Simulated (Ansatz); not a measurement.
Computed with frozen-core CCSD(T)/cc-pVTZ // B3LYP-D3(BJ)/def2-TZVP in Ansatz (an electronic-structure program).

Ansatz 0.2 input:
```yaml
crystal:
  periodic: [false, false, false]
  atoms:
    - { symbol: N, position_ang: [1.767869, -0.225967, -0.482033] }
    - { symbol: C, position_ang: [0.659641, 0.065553, -0.622605] }
    - { symbol: S, position_ang: [-0.931971, 0.575924, -0.887848] }
    - { symbol: H, position_ang: [-1.495546, -0.415513, -0.171831] }
basis:
  gaussian: { orbitals: cc-pVTZ }
correlation:
  method: ccsd_t
```

Output:

```
Functional definition: HF
632 factors; integrals over basis functions are off by at most 1.1e-3 eV
mean field evaluation 1: about -13342.5770 eV, gradient 3.5e1 eV
mean field evaluation 2: about -13342.5833 eV, gradient 3.5e1 eV
mean field evaluation 4: about -13345.9036 eV, gradient 3.7e0 eV
mean field evaluation 8: about -13345.9890 eV, gradient 4.5e-1 eV
mean field evaluation 16: about -13345.8954 eV, gradient 3.7e0 eV
mean field -13345.99046814 eV, -490.4561034669 hartree, gradient 5.1e-6 eV, S^2 0.000000; 0 other end points of the search recorded, 0 dependent functions left out
7 core orbitals not correlated
reference -13345.99046814 eV, -490.4561034669 hartree; 8, 8 occupied and 93, 93 virtual orbitals, 632 factors
second order -13.97054826 eV of doubles, -0.00000000 eV of singles
cycle   1  -13.83160718 eV  change    1.4e-1 eV  update   1.0e-1
cycle   2  -14.29568878 eV  change   -4.6e-1 eV  update   3.1e-2
cycle   3  -14.39028889 eV  change   -9.5e-2 eV  update   1.4e-2
cycle   4  -14.38736482 eV  change    2.9e-3 eV  update   3.8e-3
cycle   5  -14.39028554 eV  change   -2.9e-3 eV  update   1.8e-3
cycle   6  -14.39066549 eV  change   -3.8e-4 eV  update   4.2e-4
cycle   7  -14.39060751 eV  change    5.8e-5 eV  update   1.8e-4
cycle   8  -14.39064207 eV  change   -3.5e-5 eV  update   5.7e-5
cycle   9  -14.39062557 eV  change    1.6e-5 eV  update   2.4e-5
cycle  10  -14.39060583 eV  change    2.0e-5 eV  update   7.3e-6
perturbative correction -0.76034006 eV, -0.0279419819 hartree
Total energy: -13361.14141403 eV, -491.0128904588 hartree
```

Cost: roughly 4 core-seconds.
